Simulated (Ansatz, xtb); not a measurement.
**C5H5BrClF: 10 structures ranked**

10 gas-phase structures of C5H5BrClF, from a drawn sample of its isomers (lower ones may exist). Each was relaxed with GFN2-xTB; where two conformers were screened, the lower at r2SCAN-D4/def2-SVP is listed:

A. `F[C@@]1(Br)[C@H]2CC[C@]21Cl`, a singlet
B. `F/C=C/[C@@H]1C[C@]1(Cl)Br`, a singlet
C. `C=C1[C@@H](Br)C[C@]1(F)Cl`, a singlet
D. `F/C=C\C=C(/Cl)CBr`, a singlet
E. `F[C@]1(Br)C=C(Cl)CC1`, a singlet
F. `C=C(CF)/C(Cl)=C\Br`, a singlet
G. `F[C@@]12CC[C@@H]1[C@]2(Cl)Br`, a singlet
H. `F[C@@H]1C[C@H](Br)/C1=C/Cl`, a singlet
I. `FC1(Cl)CC(=CBr)C1`, a singlet
J. `C[C@@]1(Cl)C=C[C@]1(F)Br`, a singlet

Q: Which do you expect lowest at r2SCAN-D4/def2-SVP, and how would the others follow?

A: Calculated order at r2SCAN-D4/def2-SVP: E (0.0), D (17.7), I (23.0), C (24.7), J (27.2), H (27.4), F (29.7), B (34.6), A (35.6), G (37.9) kcal/mol. Less than 1 kcal/mol parts J and H, so the order within that pair means little.

Energies above the lowest of each column, in kcal/mol; the last columns are at B3LYP/def2-SVP geometries and were run for some of them only (a dash: not run or not comparable):

| structure | GFN2-xTB | HF/STO-3G | r2SCAN-D4/def2-SVP | B3LYP/def2-SVP | CCSD(T)/def2-SVP + ΔMP2/def2-TZVPP |
| --- | --- | --- | --- | --- | --- |
| E | 0.0 | 0.0 | 0.0 | 0.0 | 0.0 |
| D | 24.3 | 41.3 | 17.7 | 12.8 | 16.9 |
| I | 16.7 | 17.4 | 23.0 | 20.4 | 22.1 |
| C | 21.1 | 22.4 | 24.7 | – | – |
| J | 28.8 | 29.5 | 27.2 | – | – |
| H | 19.9 | 26.9 | 27.4 | – | – |
| F | 28.7 | 48.8 | 29.7 | – | – |
| B | 29.6 | 43.9 | 34.6 | – | – |
| A | 25.4 | 25.9 | 35.6 | – | – |
| G | 26.7 | 29.8 | 37.9 | – | – |

Every level run on E puts it lowest or level with the lowest. Flexible structures stand in one conformer each, not always the lowest. Frequencies (GFN2-xTB) were run for D, E, I alone. ΔMP2 is the change of the MP2 energy from the smaller to the larger basis.

Over these structures GFN2-xTB departs from r2SCAN-D4/def2-SVP by 4.4 kcal/mol on average once a common shift is removed. A GFN2-xTB relaxation took about 0.16 s and the r2SCAN-D4/def2-SVP energy about 2.7 s on a shared host (Ansatz 0.2.0, xtb 6.7.1).
